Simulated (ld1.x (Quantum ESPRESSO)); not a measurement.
## Transferability test, PAW potential for oxygen (O)

O, PAW, made with ld1.x (Quantum ESPRESSO) 7.5 (PBE, non-relativistic). Core [He], reference 2s2 2p4. Waves: 2s (bound): rcut 0.90, rcutus 1.00 bohr; 2s channel at 2.35 Ry: rcut 0.90, rcutus 1.00 bohr; 2p (bound): rcut 0.95, rcutus 1.10 bohr; 2p channel at -0.35 Ry: rcut 0.95, rcutus 1.10 bohr; 3d channel at 0.4 Ry: rcut 0.75, rcutus 0.95 bohr; 3d channel at 3.2 Ry: rcut 0.75, rcutus 0.95 bohr. Local part: all-electron potential smoothed inside 0.90 bohr (lloc = -1). Core correction: Bessel-smoothed model core inside 0.90 bohr. Augmentation charge: BESSEL, radius 0.85 bohr.

Energies are relative to the spin-unpolarised reference configuration 2s2 2p4; without spin polarisation the order of configurations can differ from experiment.

(1) Give the all-electron excitation energy and the error of the potential for: 2s2 2p3; 2s2 2p2; 2s2 2p1; 2s2 2p3.5; 2s2 2p0; 2s1 2p5; 2s1 2p4.

## Answers

(1)

```tsv
valence configuration	charge	ΔE all-electron (eV)	error AE − PS (meV)
2s2 2p3	+1	16.439	-0.4
2s2 2p2	+2	50.033	-4.2
2s2 2p1	+3	103.905	-13
2s2 2p3.5	+0.5	6.290	0.0
2s2 2p0	+4	180.807	-4.5
2s1 2p5	0	14.896	-0.5
2s1 2p4	+1	31.609	-1.0
```
